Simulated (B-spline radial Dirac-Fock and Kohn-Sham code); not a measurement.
# What relativity does to the binding energies of Pm³⁺

System: the Pm³⁺ ion, [Xe] 4f4.

Both columns are ΔSCF binding energies of the configuration average from a radial finite-basis atomic code: non-relativistic Hartree-Fock with a point nucleus, and Dirac-Fock with a finite nucleus and the Coulomb interaction alone, averaged over the two j levels with weights 2j+1.

| shell | Hartree-Fock (eV) | Dirac-Fock (eV) | shift (eV) | shift (%) |
| --- | --- | --- | --- | --- |
| 1s | 42979.9 | 45405.1 | +2425.19 | +5.64 |
| 2s | 6875.7 | 7492.9 | +617.22 | +8.98 |
| 2p | 6506.9 | 6699.4 | +192.47 | +2.96 |
| 3s | 1555.2 | 1696.8 | +141.63 | +9.11 |
| 3p | 1392.6 | 1440.8 | +48.17 | +3.46 |
| 3d | 1092.7 | 1079.1 | -13.62 | -1.25 |
| 4s | 348.6 | 380.9 | +32.26 | +9.25 |
| 4p | 284.6 | 294.2 | +9.61 | +3.38 |
| 4d | 170.0 | 166.2 | -3.76 | -2.21 |
| 4f | 42.00 | 37.63 | -4.38 | -10.42 |
| 5s | 73.76 | 78.89 | +5.13 | +6.96 |
| 5p | 53.48 | 54.42 | +0.94 | +1.76 |

Relativity binds 1s, 2s, 2p, 3s, 3p, 4s, 4p, 5s, 5p more strongly, among those listed most of all 4s in relative terms, and 3d, 4d, 4f more weakly, because the contracted s and p shells screen the nucleus better.

Values without a named source are computed, but for edge energies of neutral atoms, which are taken from tables.
